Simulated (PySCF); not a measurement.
**Computed structure and properties of [BiH]2+**

System: [BiH]2+ (singlet); start: template (C∞v). Method: PySCF 2.14.0, RKS B3LYP, Bi def2-SVP with ECP60, H def2-SVP; non-relativistic Hamiltonian with scalar-relativistic core potentials where named; density fitting; no spin-orbit coupling.

Input of the relaxation:

```python
mol = gto.M(atom='''
Bi    -0.00000     0.00000    -0.00979
H      0.00000     0.00000     2.03021''',
    basis={'Bi': 'def2-SVP', 'H': 'def2-SVP'},
    ecp={'Bi': 'def2-SVP'},
    charge=2, spin=0)
mf = dft.RKS(mol, xc='B3LYP')
mf.grids.atom_grid = (50, 194)
mf = mf.density_fit()  # fitting sets: Bi def2-universal-JKFIT, H def2-universal-JKFIT
mf.conv_tol = 1e-08; mf.max_cycle = 55
mf.kernel(dm0)  # dm0: converged density of the start geometry
# quasi-Newton relaxation in Cartesian coordinates to a largest gradient under 0.00045 Eh/bohr, steps kept in the point group
```

Run from Python with OMP_NUM_THREADS=2; the lines above give its settings. Where DIIS fails, smearing, a level shift and second-order steps follow.
It took 1.9 s on 2 threads of Arm Neoverse V1, with other jobs on the host, from the converged density of the start.

Course of the relaxation:

```
step  energy above end (eV)  largest force component within the symmetry (eV/Å)
   0                 0.2080                                               1.682
   1                 0.0369                                               0.840
   2                 0.0125                                               0.579
   3                 0.0003                                               0.086
   4                 0.0000                                               0.008
   5                 0.0000                                               0.000
```

Relaxed geometry (C∞v):

```xyz
2

Bi    0.0000    0.0000    0.0974
H     0.0000    0.0000    1.9230
```

```
   contact      Å
Bi1–H2 (H)  1.826
```

On the finer grid (75, 302):

```
HOMO                                                          : -22.40 eV
LUMO                                                          : -18.52 eV
Dipole about the centre of mass                               : 0.79 D
Set of Mulliken populations of Bi1 outside the core potential : s 3.98, p 7.15, d 10.04
D3(BJ) dispersion energy (not in the energies)                : -0.027 eV
```

| atom | Mulliken (e) | Löwdin (e) | spin (e) |
| --- | --- | --- | --- |
| Bi1 | 1.84 | 1.93 | 0.00 |
| H2 | 0.16 | 0.07 | 0.00 |

On the grid (50, 194), as all that follows. Harmonic modes: a minimum; lowest 1799 cm⁻¹ (negative: unstable), highest 1799 cm⁻¹, zero-point energy 0.112 eV.

Taking off one H (charge -1, singlet; the rest: singlet) in vacuum, both parts rigid, costs 26.91 eV; the small basis without counterpoise inflates it. Most of it is the attraction of opposite charges; other ways to part are cheaper, and one spin state was tried for the rest.

Rigid scan of H along the line from its metal:

distance to H2 (Å), energy (eV) and a bar:
```
     1.53      0.818 ##############################
     1.63      0.314 ############
     1.73      0.068 ###
     1.83      0.000 
     1.93      0.052 ##
     2.03      0.184 #######
     2.23      0.578 #####################
```

One start shape was tried, so this needn't be the lowest isomer.
